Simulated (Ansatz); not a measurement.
Cartesian coordinates in Å:
```
O 1.9712 1.0920 0.8443
Si 0.4693 0.8144 0.2107
B 0.0676 -0.5476 -1.2151
N -1.0888 -0.9796 -0.4915
B -0.8218 -0.5883 0.8589
H 2.1978 1.9999 1.0453
H -0.2161 2.1139 -0.0534
H 0.4601 -1.0844 -2.2081
H -1.7763 -1.6558 -0.7999
H -1.2630 -1.1644 1.8088
```

Charge 0, multiplicity 1.

(1) List the B3LYP/def2-TZVPP orbital energies in eV (Ansatz 0.2.0). (An estimate is asked.)

## Answers

(1) The calculation gave: Occupied: -1798.66, -520.43, -390.13, -183.79, -183.78, -143.16, -98.51, -98.46, -98.45, -27.27, -24.31, -16.25, -14.59, -14.08, -12.19, -11.43, -10.01, -9.95, -9.45, -9.15, -8.21, -6.49. Lowest empty: -1.10, -1.03, 0.28, 0.89, 1.59, 1.70, 2.13, 2.62.

B3LYP here is the variant with VWN-RPA as its local correlation; programs differ in this.
